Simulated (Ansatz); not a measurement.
germanium monotelluride (GeTe), singlet, geometry from GFN2-xTB (core potentials on Te); CAM-B3LYP/def2-QZVP (Ansatz, a quantum-chemistry and plane-wave program).

The Ansatz input:
Ansatz 0.2 input:
```yaml
crystal:
  periodic: [false, false, false]
  atoms:
    - {symbol: Ge, position_ang: [-0.00000000, -0.00000000, -1.45814979]}
    - {symbol: Te, position_ang: [0.00000000, 0.00000000, 0.89732295]}
basis:
  gaussian:
    orbitals: def2-QZVP.json
hamiltonian:
  xc: cam_b3lyp
```
The basis file holds def2-QZVP in the JSON format of the Basis Set Exchange.

The log (banner, timings and long lists left out):

```
Functional definition: CAM-B3LYP
908 factors; their error is unknown
176 factors; integrals over basis functions are off by at most 3.3e-4 eV
mean field evaluation 1: about -63815.6488 eV, gradient 2.0e1 eV
mean field evaluation 2: about -63813.2692 eV, gradient 3.6e1 eV
mean field evaluation 4: about -63816.6041 eV, gradient 1.3e0 eV
mean field evaluation 8: about -63816.7346 eV, gradient 3.7e-1 eV
mean field evaluation 16: about -63816.7346 eV, gradient 2.4e-5 eV
mean field -63816.73461315 eV, -2345.2217404971 hartree, gradient 2.4e-5 eV, S^2 0.000000; 0 other end points of the search recorded, 0 dependent functions left out
reference -63816.73469939 eV, -2345.2217436662 hartree; 28, 28 occupied and 129, 129 virtual orbitals, 908 factors
Total energy: -63816.73469939 eV, -2345.2217436662 hartree
```
